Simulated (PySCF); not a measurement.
Compound: MeHSiClSBu, C₅H₁₃ClSSi.
Geometry (PBE0-D3(BJ)/def2-SVP, Å), atoms numbered from 1 in this order:
```xyz
21
C5H13ClSSi angstrom
C     -3.4132    0.5015    0.2831
C     -2.3973   -0.6293    0.2838
C     -1.0501   -0.2184   -0.2975
C     -0.0391   -1.3490   -0.2723
S      1.5791   -0.9575   -1.0383
Si     2.2986    0.5894    0.2387
C      4.1286    0.7545   -0.0525
Cl     1.9276    0.0674    2.2237
H     -3.0559    1.3578    0.8773
H     -3.6032    0.8667   -0.7389
H     -4.3766    0.1809    0.7071
H     -2.7942   -1.4878   -0.2863
H     -2.2484   -0.9951    1.3149
H     -1.1742    0.1383   -1.3341
H     -0.6586    0.6387    0.2781
H     -0.4036   -2.2151   -0.8461
H      0.1493   -1.6904    0.7571
H      1.5911    1.8857    0.0442
H      4.6378   -0.1965    0.1612
H      4.5495    1.5372    0.5965
H      4.3233    1.0289   -1.1012
```

Level of theory: TDDFT wB97X-D/def2-SVPD, vertical, gas phase, core orbitals frozen in the response (PySCF 2.14.0, density-fitted response routines).

Ground-to-excited transition dipoles (e·a0, same axes as the geometry; the sign carries no meaning), for the states with f of 0.002 or more among the lowest 7:

```tsv
state	E (eV)	μx	μy	μz
S1	5.597	0.063	-0.025	0.156
S2	6.745	0.136	-0.383	0.180
S3	7.045	0.240	0.023	0.235
S4	7.380	0.158	0.073	0.206
S5	7.400	0.472	0.390	0.295
S6	7.669	-0.089	0.342	0.360
S7	7.742	0.021	-0.252	0.089
```

What oscillator strength does each state have?

f = (2/3) ΔE |μ|² with ΔE in hartree (27.2114 eV).

```json
{"state": "S1", "|μ|² (au)": "0.029", "|μ| (D)": "0.43", "f": "0.004"}
{"state": "S2", "|μ|² (au)": "0.197", "|μ| (D)": "1.13", "f": "0.033"}
{"state": "S3", "|μ|² (au)": "0.114", "|μ| (D)": "0.86", "f": "0.020"}
{"state": "S4", "|μ|² (au)": "0.073", "|μ| (D)": "0.68", "f": "0.013"}
{"state": "S5", "|μ|² (au)": "0.463", "|μ| (D)": "1.73", "f": "0.084"}
{"state": "S6", "|μ|² (au)": "0.254", "|μ| (D)": "1.28", "f": "0.048"}
{"state": "S7", "|μ|² (au)": "0.072", "|μ| (D)": "0.68", "f": "0.014"}
```

Which bond between heavy atoms lies closest to the direction of the S5 transition dipole?

S5–Si6, at 24° from it; next Si6–C7 at 48°.

What angle do the transition dipoles of S2 and S3 make?

|cos θ| = |μa·μb| / (|μa| |μb|) = 0.44, so θ ≈ 64° (taken between 0 and 90°, since the signs are arbitrary).

What peak molar absorption coefficient would the strongest computed level give as a lone Gaussian band 0.4 eV wide at half height?

ε(max) = 2.175×10⁸ f / FWHM, with the width in cm⁻¹. S5: 2.175×10⁸ × 0.0839 / 3226 ≈ 5700 L mol⁻¹ cm⁻¹.

The vertical ionisation energy (ΔSCF) is 9.05 eV, 1.31 eV above S7.

On one thread, Arm Neoverse V2, on a shared host, this took 2.9 min.

One conformer stands for the species.
